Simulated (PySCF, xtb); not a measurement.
C₃H₃BrF₂, SMILES C(F)(/C=C\Br)F.

GFN2-xTB run with xtb at its own geometry gives an orbital gap of 4.10 eV and a dipole moment of 2.83 D.

Geometry: B3LYP-D3(BJ)/def2-SVP. The structure was generated by enumeration; whether it is a known compound was not checked. The values are those of a single conformer.

**Question.** What does r2SCAN/def2-TZVP run with PySCF give? (An estimate is asked for; the answer gives what the named calculation found.)

**Answer.** gap 5.15 eV (levels -7.02 and -1.87 eV), dipole 1.83 D.
